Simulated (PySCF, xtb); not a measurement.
C2H8O2Si, SMILES CO[SiH](C)O. One conformer was computed; it need not be the lowest.

Harmonic wavenumbers (cm⁻¹) from GFN2-xTB run with xtb at its own minimum, in rising order: 89, 93, 109, 142, 196, 269, 285, 330, 669, 708, 738, 774, 796, 825, 868, 901, 1133, 1139, 1159, 1384, 1413, 1480, 1488, 1490, 1498, 2204, 2946, 2972, 2984, 3042, 3047, 3072, 3700.

What does ωB97X-D3(BJ)/def2-SVP in PySCF 2.14.0 give at its own minimum? (An estimate is asked for; the answer gives what the named calculation found.)

59, 94, 119, 153, 190, 246, 309, 361, 661, 707, 768, 788, 841, 869, 917, 970, 1177, 1187, 1232, 1292, 1437, 1439, 1486, 1486, 1490, 2220, 3017, 3075, 3093, 3147, 3181, 3183, 3951. Paired by order, the mean absolute difference is 50 cm⁻¹ and the zero-point energies are 62.8 and 64.5 kcal/mol.
